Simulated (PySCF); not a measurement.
Geometry (Å), atoms numbered from 1 in this order:
```xyz
22

C    -3.1825    0.3330    0.1370
N    -1.9837    0.4822   -0.6485
C    -0.7519    0.3730    0.0864
C    -0.4015   -1.0035    0.7127
C     1.1134   -1.1791    0.4957
N     1.5622    0.0902   -0.0526
Si    3.2234    0.5461   -0.2167
C     0.4672    0.6727   -0.7871
H    -3.2755   -0.6345    0.6769
H    -3.2303    1.1316    0.8958
H    -4.0694    0.4427   -0.5054
H    -1.9816   -0.1744   -1.4266
H    -0.7797    1.1270    0.8921
H    -0.9687   -1.7978    0.2010
H    -0.6715   -1.0502    1.7773
H     1.3014   -2.0241   -0.1983
H     1.6558   -1.4089    1.4274
H     3.9402    0.1279    1.0273
H     3.9484   -0.0758   -1.3787
H     3.2834    2.0290   -0.3909
H     0.6115    1.7514   -0.9515
H     0.3173    0.2069   -1.7883
```

Geometry: PBE0-D3(BJ)/def2-SVP; GIAO shifts from PySCF, gas phase, non-relativistic, averaged over equivalent atoms.

At HF/pcSseg-1 (213 basis functions, 38 s wall time on 1 thread of an Arm Neoverse N1, shared host):
| atoms | δ (ppm) |
| --- | --- |
| C3 | 54.9 |
| C8 | 51.4 |
| C5 | 42.4 |
| C1 | 33.4 |
| C4 | 30.8 |
| N2 | 36.6 |
| N6 | 11.0 |
| Si7 | -51.3 |
| H18/H19/H20 | 4.14 |
| H21 | 2.97 |
| H17 | 2.78 |
| H16 | 2.53 |
| H13 | 2.45 |
| H9/H10/H11 | 2.27 |
| H15 | 2.00 |
| H22 | 1.80 |
| H14 | 0.76 |
| H12 | -0.89 |

Scale: ¹³C (190.85 ppm) and ²⁹Si (393.43 ppm) and ¹H (31.69 ppm) vs TMS; NH3 for ¹⁵N (265.72 ppm) (reference shieldings calculated alike).

Question: What do these become at PBE0/pcSseg-1?

Answer: 
| atoms | δ at PBE0/pcSseg-1 | change |
| --- | --- | --- |
| C3 | 63.6 | +8.7 |
| C8 | 58.4 | +7.0 |
| C5 | 49.5 | +7.1 |
| C1 | 36.5 | +3.1 |
| C4 | 34.2 | +3.4 |
| N2 | 52.1 | +15.5 |
| N6 | 31.9 | +20.9 |
| Si7 | -54.2 | -2.9 |
| H18/H19/H20 | 4.58 | +0.44 |
| H21 | 3.16 | +0.19 |
| H17 | 3.06 | +0.28 |
| H16 | 2.94 | +0.41 |
| H13 | 2.88 | +0.43 |
| H9/H10/H11 | 2.43 | +0.16 |
| H15 | 2.25 | +0.25 |
| H22 | 2.12 | +0.32 |
| H14 | 0.88 | +0.12 |
| H12 | -0.82 | +0.07 |

Shifts are taken against calculated references (same method and geometry level): TMS for ¹³C (σref 184.41), ²⁹Si (σref 351.99), ¹H (σref 31.27); NH3 for ¹⁵N (σref 265.67).

The largest change is at N6 (nitrogen bonded to 2 C, Si, in a 5-membered ring). Cost: 213 basis functions, 77 s wall time on 1 thread of an Arm Neoverse N1, shared host. The order of the carbon signals is the same at both levels.

Experimental scales use liquid or dissolved standards, which lie at an offset from isolated NH3 (liquid NH3: subtract about 20 ppm).
